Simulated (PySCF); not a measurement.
**From PBE0 to CCSD(T): MBi along the third period**

PBE0 and CCSD(T) in PySCF with def2-SVP on every atom (core potentials on Bi), for the lowest determinant that a PBE0 search found; no spin–orbit coupling.

| molecule | state (unpaired electrons) | PBE0 Re (Å) | PBE0 ωe (cm⁻¹) | PBE0 De (eV) | CCSD(T) Re (Å) | CCSD(T) ωe (cm⁻¹) | CCSD(T) De (eV) |
| --- | --- | --- | --- | --- | --- | --- | --- |
| NaBi | triplet (π ↑↑) | 2.991 | 186 | 1.10 | 3.063 | 174 | 0.79 |
| MgBi | quartet (σ ↑, π ↑↑) | 2.961 | 183 | 0.55 | 3.075 | 137 | 0.16 |
| AlBi | triplet (π ↑↑) | 2.828 | 239 | 1.73 | 2.848 | 231 | 1.34 |
| SiBi | doublet (π ↑) | 2.461 | 387 | 2.47 | ? | ? | ? |
| BiCl | triplet (π ↑↑) | 2.469 | 342 | 2.93 | 2.490 | 332 | 2.28 |

(1) Estimate the CCSD(T) values of SiBi by adding the mean shift from PBE0 to CCSD(T) of the other rows, and compare with the calculation.

(2) What are the mean differences of PBE0 from CCSD(T) over the whole series?

In a basis of this size CCSD(T) is itself not converged; it tends to give bonds that are too long and too weak.

Correlated steps freeze the inner cores (5 to 9 orbitals); shallow outer-core shells are correlated. UHF and ROHF references stand side by side, which adds small steps between rows. Weak bonds: MgBi. Basis-set superposition, not corrected here, can be much of De in a small basis, most of all at correlated wavefunction levels. Functionals without a dispersion term scatter widely for such bonds, and LDA overbinds them. Spin–orbit coupling is left out, which matters for elements this heavy, above all for dissociation energies. States were picked by a PBE0 search and need not be the measured ground states.

Results:

(1) The mean shifts are +5.7 pm, -19 cm⁻¹ and -0.44 eV, which give 2.518 Å, 368 cm⁻¹ and 2.04 eV. CCSD(T)/def2-SVP gives Re = 2.507 Å, ωe = 354 cm⁻¹, De = 1.94 eV.

(2) Re -5.5 pm, ωe +22 cm⁻¹, De +0.45 eV.
